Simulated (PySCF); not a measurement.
revPBE on Mo⁻ (molybdenum, charge -1), [Kr] 4d5 5s2, high-spin 6S determinant. All numbers are calculated (PySCF 2.14, scalar relativity through the core potential, in aug-cc-pVTZ-PP with one added diffuse shell each of s, p, d, f, g type with ECP28MDF (7s7p6d4f3g, 113 functions)).

```
cycle= 1 E= -67.9296788948963  delta_E= 9.32e-05  |g|= 0.0412  |ddm|= 6.44
cycle= 2 E= -67.9289384462752  delta_E= 0.00074  |g|= 0.0625  |ddm|= 1.16
cycle= 3 E= -67.9306700379167  delta_E= -0.00173  |g|= 0.00381  |ddm|= 0.145
cycle= 4 E= -67.9306818381155  delta_E= -1.18e-05  |g|= 0.000378  |ddm|= 0.19
cycle= 5 E= -67.9306832763348  delta_E= -1.44e-06  |g|= 0.000179  |ddm|= 0.135
cycle= 6 E= -67.930683750193  delta_E= -4.74e-07  |g|= 4.79e-05  |ddm|= 0.117
cycle= 7 E= -67.9306837638858  delta_E= -1.37e-08  |g|= 2.87e-06  |ddm|= 0.0216
cycle= 8 E= -67.9306837638621  delta_E= 2.37e-11  |g|= 8.82e-07  |ddm|= 0.000535
converged SCF energy = -67.9306837638621  <S^2> = 9.7396097  2S+1 = 6.3212688
```

Highest occupied orbital energy: 0.606 eV; ⟨L²⟩ = 0.00; populations by l: s 4.00, p 6.00, d 5.00, f 0.00.

Task: Can this result be used?

Result: With care. The calculation finished and met its thresholds. Energies and moments cover only the electrons outside the core potential. ⟨S²⟩ = 9.74 against 8.75 shows spin contamination. At revPBE the highest occupied level has a positive energy, so only the finite basis holds that electron; in a semilocal or global hybrid functional this comes from self-interaction and does not mean that the real anion is unbound.
